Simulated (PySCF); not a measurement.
NiO, SMILES [O]=[Ni] (connectivity only; charge and spin as stated), neutral, multiplicity 3. The structure is a stationary point at PBE-D3(BJ)/def2-TZVPD. The spin state was assumed, not searched.

Computed with PBE-D3(BJ)/def2-TZVPD run with PySCF 2.14.0.

Harmonic wavenumbers (cm⁻¹): 837. Rotational constants (GHz): 15.10 (linear); symmetry number 1.

Problem. Work out the zero-point energy and the ideal-gas rigid-rotor harmonic-oscillator thermochemistry at 298.15 K and 1 atm.

Solution. ZPE = ½ Σ hcν = ½ × 837 cm⁻¹ = 1.20 kcal/mol. H − E(el) = 3.31 kcal/mol. Entropy in cal/(mol K): translation 38.85, rotation 13.95, vibration 0.18, spin 2.18, total 55.16. G − E(el) = -13.13 kcal/mol. Cp = 7.55 cal/(mol K).
